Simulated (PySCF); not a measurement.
# Mass spectrum arithmetic for `CC[S+][C@H](C)CC`

Species: `CC[S+][C@H](C)CC` [radical].

Calculated from tabulated atomic weights, isotope masses and abundances; no fragmentation.

Question: Molar mass and exact mass?

Answer: For [C6H14S]+, with standard atomic weights, 6 × 12.011 + 1 × 32.060 + 14 × 1.008 = 118.238 g/mol. From the most abundant isotopes (12C, 32S, 1H), 6 × 12.000000 + 1 × 31.972071 + 14 × 1.007825 = 118.0816 u for neutral atoms; the ion's mass is 118.0811 u once 1 electron mass (0.000549 u) is taken off.

Question: Give the isotope pattern of the ion itself, merging species of the same nominal mass.

Answer: 
```tsv
nominal mass	m/z (centroid)	relative intensity
118	118.0811	100.0
119	119.0841	7.5
120	120.0774	4.8
121	121.0804	0.3
```

Cut off at 0.1 %.

Question: What share of all these ions is the monoisotopic species?

Answer: 0.9893^6 × 0.9493 × 0.999885^14 = 88.85 %.

Question: What resolving power m/Δm just matches the spacing of the species with one 33S and with one 13C?

Answer: They lie 0.00397 u apart at mass 119.08, so m/Δm is about 30000.

Question: Elemental analysis, calculated?

Answer: C 60.95 %, S 27.11 %, H 11.94 %.
